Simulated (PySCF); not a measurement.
## Simulated absorption spectrum

Species: C4H7FGeO2.
Atom-mapped SMILES: `[O:1]=[C:2]([OH:3])[GeH2:4]/[CH:5]=[CH:6]\[CH2:7][F:8]` (hydrogens: H9 on O3; H10, H11 on Ge4; H12 on C5; H13 on C6; H14, H15 on C7)

Computed, not measured: TDDFT B3LYP/def2-SVPD, vertical, gas phase, core orbitals frozen in the response (PySCF). Geometry: GFN2-xTB, one conformer, isolated molecule. The B3LYP/def2-SVPD calculation is non-relativistic and has no spin–orbit coupling, an omission that weighs most on germanium. Torsions of this conformer, `[O:1]=[C:2]([OH:3])[GeH2:4]/[CH:5]=[CH:6]\[CH2:7][F:8]`: O1–C2–Ge4–C5 -58°, C2–Ge4–C5–C6 64°, C5–C6–C7–F8 161°, H–O3–C2–O1 0°.

Computed states:

```tsv
state	E (eV)	f
S1	5.05	0.012
S2	5.96	0.070
S3	6.01	0.029
S4	6.49	0.060
S5	6.51	0.039
S6	6.75	0.143
S7	7.06	0.044
S8	7.12	0.025
```

Broadening: Gaussians 0.4 eV wide at half height, area fixed by f = 4.319×10⁻⁹ ∫ε dν̃. The cross-section is σ = 3.8235×10⁻²¹ ε cm², given in Mb (10⁻¹⁸ cm²). The width is an assumption, not a result. The curve ends short of the highest state used, and states not computed would add to its high-energy end.

(1) What does the envelope look like, and where are its maxima?

(2) Coming from long wavelengths, where does ε first pass 100 L mol⁻¹ cm⁻¹?

(3) Does any computed singlet lie in the visible range?

(4) On this curve, what absorbance would a 10⁻³ mol/L sample give at 254 nm over a 1 cm path?

Answers

(1) 
| λ (nm) | σ (Mb) |
| --- | --- |
| 190.0 | 40.45 |
| 193.1 | 29.31 |
| 196.1 | 19.70 |
| 199.2 | 16.11 |
| 202.2 | 19.28 |
| 205.3 | 24.32 |
| 208.3 | 25.22 |
| 211.4 | 20.55 |
| 214.4 | 13.43 |
| 217.5 | 6.95 |
| 220.5 | 3.04 |
| 223.6 | 1.11 |
| 226.6 | 0.48 |
| 229.7 | 0.49 |
| 232.7 | 0.87 |
| 235.7 | 1.51 |
| 238.8 | 2.26 |
| 241.8 | 2.87 |
| 244.9 | 3.16 |
| 247.9 | 3.02 |
| 251.0 | 2.53 |
| 254.0 | 1.90 |
| 257.1 | 1.26 |
| 260.1 | 0.77 |
| 263.2 | 0.42 |
| 266.2 | 0.21 |
| 269.3 | 0.10 |
| 272.3 | 0.04 |
| 275.4 | 0.02 |
| 278.4 | 0.01 |

Maxima: 245 nm (5.05 eV), ε about 830, made up of S1 (100%); 207 nm (5.98 eV), ε about 6700, made up of S2 (70%) and S3 (29%) (ε in L mol⁻¹ cm⁻¹; maxima over ε = 5, shares over 10%). At its high-energy end, 6.53 eV, the curve is still rising (ε about 11000, from S4, S5 and S6).

(2) At about 264 nm (4.70 eV), 0.35 eV below S1.

(3) No computed singlet lies in the visible range (380 to 750 nm); the lowest, at 245 nm, stands 1.79 eV above its violet end (3.26 eV).

(4) 254 nm is 4.881 eV, where ε is about 500 L mol⁻¹ cm⁻¹, so A = ε c l ≈ 0.5 (Beer–Lambert, with the gas-phase spectrum and the assumed width).
